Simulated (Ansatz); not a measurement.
Coupled-cluster run, `O[SiH2]OC=S`.

```yaml
crystal:
  periodic: [false, false, false]
  atoms:
    - {symbol: O, position_ang: [0.477643, 1.017330, 1.616245]}
    - {symbol: Si, position_ang: [0.919299, -0.060915, 0.477592]}
    - {symbol: O, position_ang: [-0.021454, 0.084352, -0.899059]}
    - {symbol: C, position_ang: [-1.217143, -0.466175, -1.085681]}
    - {symbol: S, position_ang: [-2.161177, -0.184648, -2.355272]}
    - {symbol: H, position_ang: [0.628965, 1.951469, 1.464542]}
    - {symbol: H, position_ang: [2.291889, 0.161210, -0.018272]}
    - {symbol: H, position_ang: [0.687369, -1.393846, 1.070940]}
    - {symbol: H, position_ang: [-1.516992, -1.155075, -0.288135]}
basis:
  gaussian: {orbitals: def2-TZVPP}
correlation: {method: ccsd_t}
output: {orbitals: {seedname: orbitals}}
```

```sh
$ ansatz run in.yaml --threads 4 --pin off --events-out ev --progress --plain
```

Log, shortened:

```
Functional definition: HF
1394 factors; integrals over basis functions are off by at most 7.4e-4 eV
mean field evaluation 1: about -23848.3577 eV, gradient 4.4e1 eV
mean field evaluation 2: about -23848.6858 eV, gradient 4.4e1 eV
mean field evaluation 4: about -23852.5686 eV, gradient 3.8e0 eV
mean field evaluation 8: about -23852.6378 eV, gradient 3.1e-1 eV
mean field -23852.63852498 eV, -876.5682978939 hartree, gradient 9.2e-6 eV, S^2 0.000000; 0 other end points of the search recorded, 0 dependent functions left out; unrestricted orbitals would lower it
13 core orbitals not correlated: weight in the atoms' cores, before any rotation towards them, 1.000 or more for the frozen orbitals, at most 0.000 for the correlated occupied ones
reference -23852.63852498 eV, -876.5682978939 hartree; 15, 15 occupied and 205, 205 virtual orbitals, 1394 factors
second order -25.03964442 eV of doubles, -0.00000000 eV of singles
cycle   1  -25.09940353 eV  change   -6.0e-2 eV  update   1.3e-1
cycle   2  -25.77184855 eV  change   -6.7e-1 eV  update   3.9e-2
cycle   3  -25.94575768 eV  change   -1.7e-1 eV  update   2.1e-2
cycle   4  -25.92372106 eV  change    2.2e-2 eV  update   6.1e-3
cycle   5  -25.92087596 eV  change    2.8e-3 eV  update   2.8e-3
cycle   6  -25.92211786 eV  change   -1.2e-3 eV  update   1.1e-3
cycle   7  -25.92177503 eV  change    3.4e-4 eV  update   4.2e-4
cycle   8  -25.92165083 eV  change    1.2e-4 eV  update   2.1e-4
cycle   9  -25.92177214 eV  change   -1.2e-4 eV  update   9.6e-5
cycle  10  -25.92180930 eV  change   -3.7e-5 eV  update   3.3e-5
perturbative correction -1.12554935 eV, -0.0413631758 hartree
Total energy: -23879.68588363 eV, -877.5622699910 hartree
```

Run time 95 s (4 threads of a server CPU on a shared host); peak host memory 4.1 GiB.

The correlation energy is -27.047 eV, 4.2 % of it from (T); the T1 diagnostic reads 0.0159.
